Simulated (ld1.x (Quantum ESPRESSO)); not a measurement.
**gallium (Ga): one change to an RRKJ potential, before and after**

ld1.x (Quantum ESPRESSO) 7.5 input, shortened:

```
&input
   title='Ga', zed=31., rel=2, dft='PZ', iswitch=3,
   config='[Ar] 3d10 4s2 4p0', rel_dist='average'
 /
 &inputp
   pseudotype=2, tm=.false., rho0=0.01, lloc=0,
   nlcc=.true., new_core_ps=.true.
 /
3
4P  2  1   0.00   0.00  2.55  2.55  0.0
3D  3  2  10.00   0.00  0.60  0.60  0.0
4S  1  0   2.00   0.00  1.35  1.35  0.0
 &test
   configts(1)='3d10 4s2 4p0'
 /
```

Open shells are filled in proportion to 2j + 1 (rel_dist='average').

All-electron outer shells of the reference configuration (LDA (PZ), scalar-relativistic, ld1.x):

| shell | level (eV) | outermost node (bohr) | outermost maximum (bohr) |
| --- | --- | --- | --- |
| 3p | -107.03 | 0.24 | 0.56 |
| 3d | -27.75 | – | 0.53 |
| 4s | -16.66 | 0.81 | 1.85 |
| 4p | -9.30 | 0.87 | 2.29 |

Change: core correction none.

Cutoffs: the cutoffs (Ry, on a coarse ladder) from which the occupation-weighted sum of valence levels, in a spherical-Bessel basis at the reference potential, stays within 10 and 1 mRy of its value at 400 Ry; they do not see the model core or the augmentation charge, which bear on the density cutoff. Errors are all-electron minus pseudo energies relative to the spin-unpolarised reference configuration.

**Question.** How do hardness, ghosts and transferability respond?

**Answer.** Both files keep a bound ghost (p); the number of tests with a reliable result goes from 7 to 6; of the 6 tests that both files solve, the error grows in 1 and shrinks in 4 by more than 15 % and 0.3 meV (median size 2.2 → 3.9 meV). The default core radius of the base comes out at 0.31 bohr.

```csv
quantity,base,changed
"cutoff, loose",over 300 Ry,over 300 Ry
"cutoff, tight",over 300 Ry,over 300 Ry
bound ghosts,p1/2,p1/2
tests with a reliable result,7 of 7,6 of 7
"error for 3d10 4s2 4p1, meV [ΔE -5.89 eV]",-1.0,-0.4
"error for 3d10 4s1 4p0, meV [ΔE 21.50 eV]",-2.9,+7.0
"error for 3d10 4s0 4p0, meV [ΔE 53.10 eV]",-35,+29
"error for 3d10 4s0 4p3, meV [ΔE 7.65 eV]",-15,-9.0
"error for 3d10 4s2 4p1.3, meV [ΔE -6.47 eV]",-1.5,-0.7
"error for 3d10 4s2 4p0.5, meV [ΔE -3.77 eV]",-0.3,0.0
s: phases at 2.75 bohr within 0.05 rad from the reference energy up to (Ry; the scan ends near 5),1.1,1.1
p1/2: phases at 2.75 bohr within 0.05 rad from the reference energy up to (Ry; the scan ends near 5),2.2,2.2
p3/2: phases at 2.75 bohr within 0.05 rad from the reference energy up to (Ry; the scan ends near 5),2.6,2.6
d3/2: phases at 2.75 bohr within 0.05 rad from the reference energy up to (Ry; the scan ends near 5),-0.2,-0.2
d5/2: phases at 2.75 bohr within 0.05 rad from the reference energy up to (Ry; the scan ends near 5),-0.2,-0.2
```

 A true bound ghost makes a file unfit for plane-wave use even where its test errors are small: the radial tests pick states by their node count and pass the ghost by.
